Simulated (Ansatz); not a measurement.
The lowest singlet and triplet of BH (SMILES [BH]); geometries from B3LYP-D3(BJ)/def2-TZVP, each state relaxed from the structure named, with no frequency check.
Singlet at the triplet's geometry (charge 0, multiplicity 1):
```json
[
 {"atom": "B", "x (Å)": "0.0000", "y (Å)": "0.0000", "z (Å)": "-0.1987"},
 {"atom": "H", "x (Å)": "0.0000", "y (Å)": "0.0000", "z (Å)": "0.9933"}
]
```

A positive gap puts the triplet lower; no zero-point energy. R- takes a restricted singlet. U- takes an unrestricted singlet (broken symmetry where lower, unprojected). The triplet is unrestricted in single-reference levels.

Correlated levels freeze the cores.

Programs: Ansatz (Gaussian basis) for Hartree–Fock, density functionals and correlated methods. Values without a source in brackets are computed.

The comparison value is -30.14 kcal/mol (FCI/cc-pVQZ). Full CI is exact for the correlated electrons in its own basis alone.

Q: Order these levels by the size of their error in the gap E(singlet) − E(triplet), vertical, at the triplet's geometry, against full CI in the same basis, smallest first: R-HF/cc-pVQZ, R-CCSD/cc-pVQZ, U-MP2/cc-pVQZ (spin-contaminated), R-MP2/cc-pVQZ. Give each level's value less the comparison value.

A: R-CCSD/cc-pVQZ (0.47 kcal/mol), R-MP2/cc-pVQZ (6.77 kcal/mol), U-MP2/cc-pVQZ (spin-contaminated) (10.86 kcal/mol), R-HF/cc-pVQZ (21.98 kcal/mol)

Doubts at one or more of the structures used: a restricted determinant that unrestricted orbitals would lower (R-HF/cc-pVQZ, R-CCSD/cc-pVQZ, R-MP2/cc-pVQZ).

Ansatz is an electronic-structure program.
